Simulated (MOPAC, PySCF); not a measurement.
C3H5N, SMILES `C=C=NC`, neutral singlet in the gas phase. 

Cartesian coordinates (Å):
```xyz
9

C      1.9848     0.0032     0.2409
C      0.7278    -0.3342     0.0955
N     -0.4108    -0.7141    -0.0714
C     -1.5928     0.0531     0.3006
H      2.5025     0.5382    -0.5423
H      2.5202    -0.2537     1.1435
H     -1.3466     1.0164     0.7547
H     -2.1859    -0.5384     0.9984
H     -2.1970     0.2148    -0.5924
```
Charge 0, spin multiplicity 1.

All levels are single points at this geometry (B3LYP-D3(BJ)/def2-TZVP); Pople sets use spherical d functions. Orbital energies aren't observables, and empty levels follow the basis.

```csv
level,HOMO (eV),LUMO (eV),gap (eV),dipole (D),"vertical IE, Delta-SCF (eV)"
B3LYP-D3(BJ)/def2-TZVP in PySCF,-6.39,-0.07,6.31,1.41,–
PBE-D3(BJ)/def2-TZVP in PySCF,-5.42,-0.90,4.52,1.37,–
B3LYP/3-21G in PySCF,-5.82,0.45,6.27,1.70,–
B3LYP/6-31G* in PySCF,-6.01,0.32,6.33,1.46,8.62
M06-2X/6-31G* in PySCF,-7.47,1.57,9.05,1.53,–
PBE/6-31G* in PySCF,-5.02,-0.54,4.49,1.43,8.53
HF/3-21G in PySCF,-8.94,4.86,13.80,1.95,–
HF/6-31G* in PySCF,-9.10,4.78,13.89,1.65,–
HF/STO-3G in PySCF,-7.14,8.26,15.39,1.55,–
AM1 in MOPAC,-9.26,0.97,10.22,1.65,–
PM3 in MOPAC,-9.04,0.92,9.96,1.48,–
PM6 in MOPAC,-9.23,0.69,9.93,2.08,–
PM7 in MOPAC,-9.40,0.62,10.02,2.15,–
```
